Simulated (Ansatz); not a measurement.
```xyz
8

C     1.710    0.816    1.602
C     0.730    0.506    0.943
B    -0.515    0.198    0.256
C    -1.035   -0.488   -1.013
H     2.556    1.092    2.187
H    -0.400   -0.289   -1.884
H    -0.972   -1.570   -0.827
H    -2.074   -0.266   -1.263
```

Total charge 0; spin multiplicity 2.

(1) List the B3LYP/def2-TZVPP orbital energies in eV (the Gaussian-basis code of Ansatz). (Estimate.)

Answers

(1) The calculation gave: α occupied: -277.41, -276.70, -276.66, -184.30, -20.75, -19.56, -15.76, -13.80, -11.51, -11.41, -10.69, -8.62, -8.44, -4.80. α empty: -2.24, 0.37, 1.73, 1.77, 2.00, 2.13, 2.59, 2.60. β occupied: -277.29, -276.74, -276.65, -184.06, -20.60, -19.47, -15.49, -13.56, -11.39, -11.28, -10.54, -8.40, -8.10. β empty: -1.93, -1.74, 0.54, 1.81, 2.03, 2.10, 2.19, 2.62. ⟨S²⟩ = 0.760.

B3LYP here is the variant with VWN-RPA as its local correlation; programs differ in this.
